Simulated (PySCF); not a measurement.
Job file and geometry (Å, from GFN2-xTB) of an NMR shielding run on `InChI=1S/C2H4BClSi/c4-3-1-2-5/h3H,5H3`, GIAO PBE0/pcSseg-1 NMR shielding, non-relativistic, gas phase (PySCF 2.14.0, density-fitted response routines); density fitting, a coarse starting grid and PySCF grid level 2 are the driver's defaults:

```
$ OMP_NUM_THREADS=1 python probes_run.py task.json out

{"job": {"kind": "nmr", "xc": "PBE0", "basis": "pcSseg-1"}, "charge": 0, "multiplicity": 1}
Si    -2.044551     0.333031    -0.182759
C     -0.233180    -0.012238    -0.348041
C      0.954203    -0.244341    -0.456414
B      2.428243    -0.508623    -0.597987
Cl     3.489362     0.803889    -0.818810
H     -2.492003    -0.278130     1.070358
H     -2.242305     1.783743    -0.161864
H     -2.711733    -0.273447    -1.336609
H      2.865526    -1.597890    -0.561922
```

Question: What does the program print?

Answer: 
```
coarse grid: 8992 points
cycle   1  E = -852.6315613110  dE =  4.028e-01  |g| = 3.134e-01  |ddm| = 2.885e+00
cycle   2  E = -852.6298379898  dE =  1.723e-03  |g| = 3.219e-01  |ddm| = 7.346e-01
cycle   3  E = -852.6578560320  dE = -2.802e-02  |g| = 4.080e-02  |ddm| = 3.547e-01
cycle   4  E = -852.6579157813  dE = -5.975e-05  |g| = 3.868e-02  |ddm| = 5.894e-02
cycle   5  E = -852.6582658857  dE = -3.501e-04  |g| = 9.407e-03  |ddm| = 3.033e-02
cycle   6  E = -852.6582909261  dE = -2.504e-05  |g| = 1.423e-03  |ddm| = 9.216e-03
cycle   7  E = -852.6582913232  dE = -3.971e-07  |g| = 4.371e-04  |ddm| = 2.054e-03
final grid: 78784 points
cycle   8  E = -852.6855761423  dE = -1.931e-05  |g| = 3.444e-03  |ddm| = 2.613e-02
cycle   9  E = -852.6855767313  dE = -5.891e-07  |g| = 2.505e-03  |ddm| = 7.589e-03
cycle  10  E = -852.6855783441  dE = -1.613e-06  |g| = 5.710e-04  |ddm| = 3.861e-03
cycle  11  E = -852.6855784241  dE = -7.997e-08  |g| = 1.698e-04  |ddm| = 7.226e-04
cycle  12  E = -852.6855784292  dE = -5.145e-09  |g| = 8.689e-05  |ddm| = 1.614e-04
cycle  13  E = -852.6855784312  dE = -2.023e-09  |g| = 1.276e-05  |ddm| = 7.237e-05
cycle  14  E = -852.6855784313  dE = -4.229e-11  |g| = 3.032e-06  |ddm| = 1.564e-05
converged SCF energy = -852.6855784313

GIAO shielding tensors (ppm)
atom      isotropic    diamagn.    paramagn.     s11        s22        s33       span
  0 Si     447.005     881.244    -434.239    437.823    445.117    458.077     20.254
  1 C       54.162     263.735    -209.573    -21.817      8.467    175.835    197.652
  2 C       60.920     261.278    -200.358    -47.561    -41.803    272.124    319.685
  3 B       48.134     193.586    -145.452      4.086     22.836    117.481    113.395
  4 Cl     623.458    1147.538    -524.081    226.553    565.866   1077.954    851.401
  5 H       27.354      28.811      -1.456     24.097     25.781     32.184      8.087
  6 H       27.356      28.712      -1.355     23.848     25.975     32.246      8.398
  7 H       27.351      28.337      -0.986     24.148     25.769     32.135      7.987
  8 H       25.686      28.267      -2.581     24.048     25.437     27.571      3.523
```

Size and cost of the density-fitted run: 119 basis functions, 22 s wall time on 1 thread of an Arm Neoverse N1, shared host; peak memory 0.54 GiB.
